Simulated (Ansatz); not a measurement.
A nudged elastic band was laid between two geometries of C2H3BOS (8 atoms, charge 0, multiplicity 1).

Level of theory: Ansatz 0.2.0, RKS PBE-D4/def2-SVP.

```yaml
movable_images: 7
climbing_image: yes
spring: 5.0 eV/Å²
optimiser: quadratic models (default)
start_path: straight line
force_threshold: 0.05 eV/Å
iteration_limit: 60
end_points: relaxed
```

First end point:

```xyz
8
Properties=species:S:1:pos:R:3
B -0.269 1.162 0.063
C 0.589 -0.006 0.556
C 0.215 -1.148 -0.112
S -1.061 -0.897 -1.249
O -1.183 0.754 -0.912
H -0.301 2.338 0.356
H 1.391 -0.033 1.307
H 0.619 -2.169 -0.010
```

Last end point:

```xyz
8
Properties=species:S:1:pos:R:3
B -0.289 0.675 -0.086
C 0.735 -0.257 0.630
C 0.309 -1.337 -0.073
S -1.021 -0.716 -1.161
O -0.584 1.987 -0.011
H -1.298 2.260 -0.615
H 1.528 -0.216 1.389
H 0.620 -2.397 -0.073
```

**Question.** Which bonds break or form, and what moves?

**Answer.** Bonds broken: B1–H6, S4–O5. Bonds formed: B1–S4, O5–H6.

**Question.** What energy profile does the band end with?

**Answer.** It converged. The highest image is number 2 of 0 to 8, 234.6 kJ/mol above the first end and 279.7 kJ/mol above the last; the last end lies 45.1 kJ/mol below the first. The profile has 2 maxima (images 2, 6) with wells between them (image 5): this band takes more than one step, which may be the mechanism or a detour left from its start path. Neighbouring images differ by up to 1.6 eV, so the band resolves the path poorly. The order of the stationary point at the top wasn't checked. The orbitals stay closed-shell, which can raise the energy where a bond breaks towards radicals; this wasn't checked here.

| image | path coordinate (Å) | energy (kJ/mol) | B1–H6 (Å) | S4–O5 (Å) | B1–S4 (Å) |
| --- | --- | --- | --- | --- | --- |
| 0 | 0.00 | 0.0 | 1.21 | 1.69 | 2.57 |
| 1 | 0.51 | 83.0 | 1.25 | 1.89 | 2.66 |
| 2 | 1.02 | 234.6 | 1.43 | 2.44 | 2.83 |
| 3 | 1.47 | 138.9 | 1.74 | 2.79 | 2.60 |
| 4 | 1.93 | 15.6 | 1.95 | 2.81 | 2.13 |
| 5 | 2.38 | -24.2 | 2.13 | 2.87 | 1.89 |
| 6 | 2.84 | 11.3 | 2.26 | 2.89 | 1.92 |
| 7 | 3.29 | -23.9 | 2.15 | 3.04 | 1.91 |
| 8 | 3.74 | -45.1 | 1.95 | 2.97 | 1.90 |

**Question.** What is the geometry of the highest image?

**Answer.** 
```xyz
8
Properties=species:S:1:pos:R:3:forces:R:3
B -0.104 1.092 0.201 0.00 0.01 0.00
C 0.689 -0.073 0.638 0.01 0.01 0.01
C 0.173 -1.128 -0.144 -0.01 -0.01 -0.01
S -1.049 -1.110 -1.303 0.01 0.00 0.00
O -1.069 1.248 -0.678 -0.01 0.01 0.00
H -0.770 2.318 -0.101 0.00 -0.01 0.00
H 1.494 -0.225 1.363 0.00 0.00 0.00
H 0.635 -2.123 0.024 0.00 0.00 0.00
```

The band took 17 iterations and roughly 3 core-minutes.

Run time: 110 s on 2 threads of Intel(R) Xeon(R) Platinum 8488C (Sapphire Rapids), with other jobs on the host, peak memory 0.16 GiB.
